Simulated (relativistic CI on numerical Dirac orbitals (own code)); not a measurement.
## Crystal-field levels of Ti²⁺, 3d2

Calculated by Dirac-Coulomb-Breit CI, separate exchange-only KLI orbitals for each configuration, model QED (radiative potential, 1s self-energy scaled to tabulated hydrogen-like ionisation energies), valence Slater integrals scaled by 0.7, one configuration in a parametric crystal field (own radial code).

Field parameters in Wybourne normalisation: Td as Oh with Dq negative (B⁴₀ = 21Dq, B⁴₄ = √(5/14) B⁴₀). The field is a parameter set, without covalency.

S and J are read from ⟨S²⟩ = S(S + 1) and ⟨J²⟩ = J(J + 1) of each level; they are not fictitious spins.

Td, 10Dq = -1450 cm⁻¹, the lowest 16 levels:

| E (cm⁻¹) | Degeneracy | Irrep | S | J |
| --- | --- | --- | --- | --- |
| 0.0 | 3 | T2 | 1.00 | 3.12 |
| 1415 | 1 | A2 | 1.00 | 3.00 |
| 1443 | 3 | T2 | 1.00 | 3.20 |
| 1460 | 2 | E | 1.00 | 3.10 |
| 1484 | 3 | T1 | 1.00 | 3.32 |
| 2518 | 3 | T2 | 1.00 | 2.96 |
| 2535 | 2 | E | 1.00 | 3.18 |
| 2672 | 3 | T1 | 1.00 | 3.72 |
| 2740 | 1 | A1 | 1.00 | 3.99 |
| 8546 | 2 | E | 0.01 | 2.19 |
| 9654 | 3 | T2 | 0.02 | 2.06 |
| 11014 | 1 | A1 | 1.00 | 0.09 |
| 11069 | 3 | T1 | 1.00 | 1.02 |
| 11161 | 2 | E | 1.00 | 2.01 |
| 11171 | 3 | T2 | 0.99 | 2.01 |
| 13082 | 1 | A1 | 0.00 | 3.99 |

Td, 10Dq = -2600 cm⁻¹, the lowest 10 levels:

```
E (cm⁻¹)  Degeneracy  Irrep     S     J
     0.0           3     T2  1.00  3.19
    2559           1     A2  1.00  3.00
    2584           3     T2  1.00  3.17
    2616           2      E  1.00  3.24
    2631           3     T1  1.00  3.36
    4481           3     T2  1.00  2.90
    4488           2      E  1.00  3.03
    4632           3     T1  1.00  3.67
    4702           1     A1  1.00  3.96
    8852           2      E  0.00  2.39
```

Td, 10Dq = -3750 cm⁻¹, the lowest 16 levels:

```
E (cm⁻¹)  Degeneracy  Irrep     S     J
     0.0           3     T2  1.00  3.22
    3706           1     A2  1.00  3.00
    3731           3     T2  1.00  3.16
    3767           2      E  1.00  3.29
    3779           3     T1  1.00  3.37
    6382           3     T2  1.00  2.87
    6383           2      E  1.00  2.96
    6527           3     T1  1.00  3.61
    6595           1     A1  1.00  3.90
    9026           2      E  0.01  2.52
   12415           3     T2  0.02  2.27
   14038           1     A1  1.00  0.59
   14089           3     T1  1.00  1.19
   14168           2      E  1.00  2.04
   14181           3     T2  0.99  2.04
   14345           1     A1  0.01  3.91
```

The free-ion ground term has S = 1. Every field shown keeps that spin.

Levels of this model without a field, named by their leading LS term (the scale mimics covalency, so terms lie below those of the real free ion): 3F_2 0, 3F_3 161, 3F_4 366, 1D_2 7892, 3P_0 9429, 3P_1 9484, 3P_2 9585, 1G_4 12227 cm⁻¹.
